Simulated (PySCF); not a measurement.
## Dipole moment and polarisability of `C#C[C@H](F)SC=C=S`

Compound: C₅H₃FS₂.
Atom-mapped SMILES: `[CH:1]#[C:2][C@H:3]([F:4])[S:5][CH:6]=[C:7]=[S:8]` (hydrogens: H9 on C1; H10 on C3; H11 on C6)

Cartesian coordinates in Å at the GFN2-xTB level; atoms count from 1:
```xyz
11
C5H3FS2 angstrom
C     -1.2312    1.7375   -0.3552
C     -1.2163    0.5688   -0.0955
C     -1.1169   -0.8373    0.2080
F     -0.8129   -1.0448    1.5287
S      0.1395   -1.6487   -0.8643
C      1.5579   -0.6105   -0.6043
C      1.7643    0.1102    0.4548
S      1.9779    1.0422    1.6825
H     -1.2796    2.7606   -0.5821
H     -2.0540   -1.3703    0.0016
H      2.2768   -0.7051   -1.4003
```

Level: B3LYP/def2-SVPD (PySCF), static field, nuclei fixed, core orbitals frozen in the response. The polarisability tensor in these axes (au):

```
x    94.74   6.67  13.14
y     6.67 110.63  21.13
z    13.14  21.13  98.67
```

Question: Diagonalise the tensor; give its mean and Δα, where Δα² is half the sum of the squared differences of the eigenvalues.

Answer: Principal values 79.18, 93.36 and 131.50 au; mean 101.35 au = 15.02 Å³ = 16.71 × 10⁻⁴⁰ C²·m²/J; Δα = 46.86 au (46 % of the mean).

Question: What is the dipole moment, and where does it point?

Answer: (-0.43, 0.84, -1.67) D, 1.92 D in size, pointing from the negative to the positive side. Measured along this direction, the outermost atoms are F4 at the negative end and H9 at the positive end.

Question: In a dilute gas of rigid molecules at 500 K, how does the orientational term μ²/3kT compare with the electronic polarisability?

Answer: In Gaussian units μ²/3kT = 17.84 Å³ against 15.02 Å³, a ratio of 1.19; the Debye molar polarisation (4π/3)N_A(α + μ²/3kT) is 82.9 cm³/mol, leaving out the vibrational part.

Question: What depolarisation ratio follows for Rayleigh scattering of linearly polarised light, taking the static tensor?

Answer: ρ = 3Δα²/(45ᾱ² + 4Δα²) = 6588.9/(462210 + 8785.2) = 0.014.

Question: Directions of the eigenvectors, and the extent of the frame along each?

Answer: Largest value along (0.35, 0.72, 0.60), where the nuclei span 4.14 Å; middle along (0.81, -0.55, 0.20), 4.64 Å; least along (-0.47, -0.42, 0.77), 3.87 Å. The strongest response doesn't lie along the longest of the three spans.

Geometry: GFN2-xTB, one conformer, isolated molecule.
